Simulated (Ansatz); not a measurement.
System: H$_{2}$Se, charge 1, doublet. H2Se+ (parent SMILES [SeH2], doublet).
B3LYP-D3(BJ)/def2-TZVP minimum from Ansatz (a first-principles code):
```xyz
3

Se     0.0000     0.0576     0.0017
H     -1.0670    -0.9799    -0.0261
H      1.0674    -0.9793    -0.0317
```
Charge +1, spin multiplicity 2.

Hartree-Fock and MP2 correlation energies in hartree (Ansatz). UHF or UKS for unpaired electrons; spin-orbit terms are left out. Cores are frozen in correlated methods (noble-gas shells, and filled d and f shells in the p block). No relativity. The spin of H2Se+ (parent SMILES [SeH2], doublet) was assumed, and the state is the lowest solution found for it.

| basis | X | E(HF) | E(corr, MP2) |
|---|---|---|---|
| cc-pVTZ | 3 | -2400.72708 | -0.13303 |
| cc-pVQZ | 4 | -2400.73068 | -0.14424 |
| cc-pV5Z | 5 | -2400.73115 | withheld |

Fit E(corr) = E∞ + A/X³ to X = 3 and 4, predict X = 5, and compare with the run.

A = (-0.13303 - (-0.14424))/(1/27 - 1/64) = 0.5235; E∞ = -0.14424 - A/64 = -0.15242; at X = 5, E∞ + A/125 = -0.14823. The run gave -0.14898, 0.75 mEh below the prediction. The same form on X = 4 and 5 gives E∞ = -0.15395, 1.53 mEh below the first estimate.
